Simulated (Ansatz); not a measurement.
Job for Ansatz (an electronic-structure program): R-PBE0/def2-TZVPP on CH4O2Sn (SMILES C[O][Sn][OH]), a point of a torsion scan. Elements past Kr take the def2 small-core potentials; no spin–orbit coupling.

Ansatz 0.2 input:
```yaml
crystal:
  periodic: [false, false, false]
  atoms:
    - {symbol: C, position_ang: [-1.35636069, 0.35595324, -0.67575207]}
    - {symbol: O, position_ang: [-0.45832873, 0.28296601, 0.39898254]}
    - {symbol: Sn, position_ang: [0.90839972, 0.05279817, 1.87411646]}
    - {symbol: O, position_ang: [0.85324444, -1.75045532, 2.75435059]}
    - {symbol: H, position_ang: [-2.28515706, 0.83311128, -0.35217603]}
    - {symbol: H, position_ang: [-1.59130584, -0.64331759, -1.05049858]}
    - {symbol: H, position_ang: [-0.92271891, 0.94497451, -1.48856184]}
    - {symbol: H, position_ang: [0.63865698, -2.65065258, 2.98921303]}
basis:
  gaussian:
    orbitals: def2-TZVPP
hamiltonian:
  xc: {name: PBE0}
scf: {lower_state_search: off}
```

The head of its log:

```
WARN ansatz: RAYON_NUM_THREADS=1 ignored (pool sized by the plan → 1); use --threads N
Functional definition: PBE0
these checks for a lower state are left out or cut short: stability, starts, cluster_reference, orbital_swaps, neighbouring_geometries, increment
integrals: 0.10 GiB planned
1179 factors; their error is unknown
mean field: 0.89 GiB planned
mean field evaluation 1: about -11011.7188 eV, gradient 8.4e1 eV
mean field evaluation 2: about -10935.5273 eV, gradient 2.0e2 eV
```

Question: Give the final energy of this run.

Answer: -405.1614 hartree.
